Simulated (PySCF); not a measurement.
**Mayer bond orders and bond lengths**

Species: C3H5FO2Si.
Atom-mapped SMILES: `[OH:1][Si@@:2]1([CH2:3][F:4])[CH:5]=[CH:6][O:7]1` (hydrogens: H8 on O1; H9, H10 on C3; H11 on C5; H12 on C6)

Structure used (GFN2-xTB), in Å, numbered top down from 1:
```xyz
12
C3H5FO2Si angstrom
O     -0.6403    1.7363    0.8449
Si    -0.0797    0.3663    0.2006
C     -1.4847   -0.9232    0.0573
F     -2.6736   -0.2555   -0.1843
C      1.3564    0.3703   -1.0307
C      2.0772   -0.1133   -0.0216
O      1.2480   -0.2108    1.0829
H     -1.5554    1.9856    0.7284
H     -1.6290   -1.4759    0.9879
H     -1.3598   -1.6349   -0.7588
H      1.6433    0.5744   -2.0410
H      3.0990   -0.4199    0.1083
```

Bond orders from the PBE0/pcSseg-1 density (PySCF). The structure is a single GFN2-xTB conformer in the gas phase; no vibrational or solvent corrections.

(1) Where do the orders between heavy atoms depart from those drawn in the SMILES?

(2) Set the Mayer orders of the bonds between heavy atoms beside their lengths.

Answers

(1) The largest departure is 0.260, at C5–C6 (drawn double, 1.740). Drawn single, order above 1.12: O1–Si2 (1.131). Drawn single, order below 0.88: Si2–C3 (0.873), C3–F4 (0.831) and Si2–C5 (0.875).

(2) 
```
  bond  drawn as  length (Å)  Mayer order
O1–Si2    single       1.614        1.131
Si2–C3    single       1.912        0.873
 C3–F4    single       1.385        0.831
Si2–C5    single       1.892        0.875
 C5–C6    double       1.331        1.740
 C6–O7    single       1.385        0.951
O7–Si2    single       1.695        0.895
```

Bonds between the same two heavy elements. O–Si: lowest O7–Si2 (0.895, 1.695 Å), highest O1–Si2 (1.131, 1.614 Å). C–Si: all 2 within 0.02 of one another (0.873 to 0.875).

**Question.** And the bonds to hydrogen?

**Answer.** H–O: 0.92 (1 bond); C–H: 0.94 to 0.98 (4 bonds).

**Question.** Sum the orders of all bonds at each heavy atom with more than one neighbour and set the sums beside the valence in the SMILES.

**Answer.** O1 2.050 (drawn 2), Si2 3.774 (drawn 4), C3 3.598 (drawn 4), C5 3.587 (drawn 4), C6 3.668 (drawn 4), O7 1.846 (drawn 2). Orders between atoms that aren't bonded are not in these sums.

For a closed shell the Mayer order of atoms A and B is Σ (PS)μν (PS)νμ over the basis functions μ on A and ν on B, with P the density and S the overlap matrix.
